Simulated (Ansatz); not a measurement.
Two structures of Si$_{2}$H$_{9}$O$_{2}$F, singlet, reached by relaxing down either side of one saddle point (PBE0-D4/def2-TZVP). Energies are electronic, without zero-point energy. Program: Ansatz 0.2.0. Basis: def2-TZVPP and def2-QZVPP. Cores are frozen in the correlated methods. Extrapolation: Hartree–Fock as exp(−7.88 √X), correlation as X^−2.97. First:

Si1  (0.100, 0.532, 0.219)
H2  (-0.319, -0.889, 0.051)
O3  (0.209, 1.186, -1.285)
Si4  (-0.594, 1.949, -2.482)
H5  (1.451, 0.595, 0.817)
H6  (-0.908, 1.278, 1.004)
H7  (0.176, -1.528, 2.567)
F8  (-0.040, -0.637, 2.812)
H9  (0.395, -2.860, 0.963)
O10  (0.559, -2.960, 1.907)
H11  (-1.634, 2.852, -1.921)
H12  (0.377, 2.744, -3.274)
H13  (-1.251, 0.954, -3.372)
H14  (1.481, -3.216, 1.994)
(Å)

Second:

```
14
angstrom
Si 0.4629 1.3805 1.2210
H 2.7515 -1.7236 -1.1677
O -0.6174 1.4451 0.0266
Si -1.2943 0.6917 -1.2684
H 1.7647 0.8576 0.7585
H 0.5602 2.7178 1.8407
H -0.3237 -1.4996 1.3666
F -0.0580 0.3893 2.3733
H 2.1209 -1.6963 -0.7661
O -0.1421 -1.6562 0.4349
H -1.8675 1.7642 -2.1209
H -0.2814 -0.0590 -2.0473
H -2.3925 -0.2048 -0.8329
H -0.6835 -2.4067 0.1816
```

Question: Which bonds change from the first to the second?

Answer: Si₂H₆O ([SiH3][O][SiH3]) + H₂O + HF → Si₂H₅OF ([F][SiH2][O][SiH3]) + H₂O + H₂; bonds formed: Si1–F8, H2–H9, H7–O10; bonds broken: Si1–H2, H7–F8, H9–O10.

Question: Give the saddle point's structure and its height above each. (An estimate is asked for; the value comes from the calculation.)

Answer: Computed: 1.292 eV above the first and 2.432 eV above the second (CCSD(T) at an estimated basis limit (MP2 extrapolated from triple and quadruple zeta, plus CCSD(T) − MP2 in triple zeta)).
| atom | x (Å) | y (Å) | z (Å) |
| --- | --- | --- | --- |
| Si1 | 0.3210 | 0.6688 | 0.7708 |
| H2 | 0.2005 | -0.7827 | -0.0172 |
| O3 | 0.3768 | 1.2965 | -0.7956 |
| Si4 | -0.5550 | 1.4204 | -2.1220 |
| H5 | 1.6703 | 1.1104 | 1.1733 |
| H6 | -0.9549 | 1.2731 | 1.2186 |
| H7 | 0.1512 | -1.7706 | 2.0237 |
| F8 | 0.2841 | -0.3569 | 2.2597 |
| H9 | 0.1370 | -1.6519 | 0.4848 |
| O10 | 0.0538 | -2.5167 | 1.3259 |
| H11 | -1.8507 | 2.0916 | -1.8201 |
| H12 | 0.1693 | 2.2054 | -3.1536 |
| H13 | -0.8581 | 0.0671 | -2.6753 |
| H14 | 0.8546 | -3.0544 | 1.3270 |

The T1 diagnostic stays at or below 0.012.

Labels in which every atom is bracketed show which atoms are joined, not bond orders.

For scale, one of the runs: CCSD(T)/def2-TZVPP, 303 basis functions, launched by `ansatz run in.yaml --threads 8 --pin off --events-out ev --progress --plain --max-ram 19148MiB`. Hardware: 8 CPU threads of an Intel Xeon, shared host. Wall time 4.7 min; peak host memory 10 GiB.
